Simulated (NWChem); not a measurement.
All runs are NWChem calculations. System: CBr, charge 0, spin multiplicity 2, at a geometry optimised with UPBE0/def2-SVP. The structure started from a generated list of species. Its SCF solution wasn't tested for a lower state. Level: UBLYP/def2-TZVP.

Job file:

```
start mol
memory heap 200 mb stack 900 mb global 1100 mb
geometry units angstroms nocenter noautoz
  C      0.000000     0.000000     1.550582
  Br     0.000000     0.000000    -0.265814
  symmetry group C2v
end
basis spherical
  * library def2-tzvp
end
dft
  xc becke88 lyp
  odft
  mult 2
  semidirect memsize 60000000 filesize 0
  iterations 100
end
task dft energy
```

Output (cleaned and shortened):

```
             Northwest Computational Chemistry Package (NWChem) 7.3.0
             --------------------------------------------------------

                                NWChem Input Module
                                -------------------

 Scaling coordinates for geometry "geometry" by  1.889725989
 (inverse scale =  0.529177249)

 Turning off AUTOSYM since
 SYMMETRY directive was detected!

                             Geometry "geometry" -> ""
                             -------------------------

 Output coordinates in angstroms (scale by  1.889725989 to convert to a.u.)

  No.       Tag          Charge          X              Y              Z
 ---- ---------------- ---------- -------------- -------------- --------------
    1 C                    6.0000     0.00000000     0.00000000     1.55058200
    2 Br                  35.0000     0.00000000     0.00000000    -0.26581400

 Effective nuclear repulsion energy (a.u.)      61.1800633177

            Nuclear Dipole moment (a.u.)
            ----------------------------
        X                 Y               Z
 ---------------- ---------------- ----------------
     0.0000000000     0.0000000000     0.0000037795

      Symmetry information
      --------------------

 Group name             C2v
 Group number             16
 Group order               4
 No. of unique centers     2

      Symmetry unique atoms

     1    2


 Summary of "ao basis" -> "" (spherical)
 ------------------------------------------------------------------------------
       Tag                 Description            Shells   Functions and Types
 ---------------- ------------------------------  ------  ---------------------
 *                         def2-tzvp                  on all atoms

                                 NWChem DFT Module
                                 -----------------

 Summary of "ao basis" -> "ao basis" (spherical)
 ------------------------------------------------------------------------------
       Tag                 Description            Shells   Functions and Types
 ---------------- ------------------------------  ------  ---------------------
[...]
  ----- ------------  ---------------      ----- ------------  ---------------
    52      0.796761  2 Br pz                37      0.600562  2 Br s
    14      0.468156  1 C  pz                 4     -0.428115  1 C  s
     8      0.357655  1 C  pz                11      0.314782  1 C  pz
     5     -0.227508  1 C  s                 70     -0.193528  2 Br d  0
    36      0.188223  2 Br s                 46      0.183153  2 Br pz

   alpha - beta orbital overlaps
   -----------------------------

   alpha      1      2      3      4      5      6      7      8      9     10
    beta      1      2      3      4      5      6      7      8      9     10
 overlap   1.000  1.000  1.000  1.000  1.000  1.000  1.000  1.000  1.000  1.000

   alpha     11     12     13     14     15     16     17     18     19     20
    beta     11     12     13     14     15     16     17     18     19     20
 overlap   0.999  1.000  1.000  1.000  0.999  0.999  0.997  1.000  0.991  0.998

   alpha     21     22     23     24     25     26     27     28     29     30
    beta     22     21     23     24     25     26     27     28     29     30
 overlap   0.988  0.999  0.999  0.999  0.999  0.979  0.998  0.997  1.000  0.998

   alpha     31     32     33     34     35     36     37     38     39     40
    beta     32     31     33     34     35     37     36     38     40     39
 overlap   0.975  0.999  1.000  0.999  1.000  1.000  0.995  0.991  1.000  1.000

   alpha     41     42     43     44     45     46     47     48     49     50
    beta     41     43     42     46     45     44     47     49     48     51
 overlap   0.990  0.984  0.999  0.996  1.000  0.999  0.996  0.980  0.999  1.000

   alpha     51     52     53     54     55     56     57     58     59     60
    beta     50     53     52     54     55     56     57     58     59     60
 overlap   1.000  1.000  0.972  0.972  1.000  0.998  1.000  0.999  1.000  0.999

   alpha     61     62     63     64     65     66     67     68     69     70
    beta     62     61     63     64     66     65     68     67     69     71
 overlap   1.000  0.999  0.998  0.997  0.999  0.999  0.998  0.988  0.989  0.999

   alpha     71     72     73     74     75     76     77     78     79
    beta     70     72     74     73     75     76     77     78     79
 overlap   1.000  1.000  1.000  1.000  1.000  1.000  1.000  1.000  1.000

     --------------------------
     Expectation value of S2:
     --------------------------
      <S2> =      0.7538 (Exact =     0.7500)

 center of mass
 --------------
 x =   0.00000000 y =   0.00000000 z =  -0.05419272

 moments of inertia (a.u.)
 ------------------
         122.925778604489           0.000000000000           0.000000000000
           0.000000000000         122.925778604489           0.000000000000
           0.000000000000           0.000000000000           0.000000000000

     Multipole analysis of the density
     ---------------------------------

     L   x y z        total         alpha         beta         nuclear
     -   - - -        -----         -----         ----         -------
     0   0 0 0     -0.000000    -21.000000    -20.000000     41.000000

     1   1 0 0     -0.000000      0.000000     -0.000000      0.000000
     1   0 1 0     -0.000000     -0.000000     -0.000000      0.000000
     1   0 0 1     -0.671256     -1.520405      0.849146      0.000004

     2   2 0 0    -18.600337    -10.453558     -8.146779      0.000000
     2   1 1 0     -0.000000      0.000000     -0.000000      0.000000
     2   1 0 1     -0.000000      0.000000     -0.000000      0.000000
     2   0 2 0    -17.129803     -8.882759     -8.247044      0.000000
     2   0 1 1      0.000000      0.000000      0.000000      0.000000
     2   0 0 2    -20.035739    -44.396297    -35.986234     60.346791

 Task  times  cpu:        9.0s     wall:        9.0s

 Total times  cpu:        9.1s     wall:        9.1s
```
